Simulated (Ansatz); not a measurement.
`BC(=C)C` + `CN[SiH2]Cl` → `BN(C)[SiH2]Cl` + `C=CC` at 700 K and 1 bar (ligand exchange at a B–C bond).

Calculated with Ansatz (gas phase, PBE0-D4/def2-TZVP geometries, no zero-point term in ΔE). CBS: MP2 limit from def2 TZ/QZ plus the TZ coupled-cluster correction, frozen cores. Each species was taken in one conformer, which may not be the lowest.

```
        species  CCSD(T)/CBS energy (Eh)  H − E (kJ/mol)  S (J/(mol·K))
      `BC(=C)C`               -143.12562           305.6          402.8
   `CN[SiH2]Cl`               -845.29269           263.1          434.4
`BN(C)[SiH2]Cl`               -870.71740           309.1          480.7
         `C=CC`               -117.74610           260.0          340.6
```

H − E and S are ideal-gas, rigid-rotor, harmonic terms from PBE0-D4/def2-TZVP, for one conformer and one mirror image of each species. 1 Eh = 2625.50 kJ/mol, R = 8.31446 J/(mol·K).

Question: By hand: ΔE, ΔH, ΔS and ΔG.

Answer: ΔE = (-870.71740) + (-117.74610) − (-143.12562) − (-845.29269) = -0.04519 Eh = -118.6 kJ/mol. Δ(H − E) = 309.1 + 260.0 − 305.6 − 263.1 = 0.4, so ΔH = -118.2 kJ/mol. ΔS = 480.7 + 340.6 − 402.8 − 434.4 = -15.9 J/(mol·K). ΔG = -118.2 − 700 × (-15.9)/1000 = -107.1 kJ/mol.

Question: By hand: the equilibrium constant, and the temperature at which ΔG would vanish if ΔH and ΔS stayed fixed.

Answer: log₁₀ K = −ΔG/(RT ln 10) = 8.0. ΔG = 0 at ΔH/ΔS = 7434 K, far beyond where these terms or the molecules hold.

ΔH outweighs TΔS. A doubt of 5 kJ/mol in ΔE shifts log₁₀ K by 0.4 here. Other conformers and mirror images would add mixing entropy, several J/(mol·K) or more a flexible species. Modes under 60 cm⁻¹, often nearly free rotors, make the harmonic entropy too high. These are equilibria of isolated gas molecules and say nothing of rates. Largest T1 diagnostic: 0.011 (customary marks: 0.02 for closed shells, 0.045 for open ones).
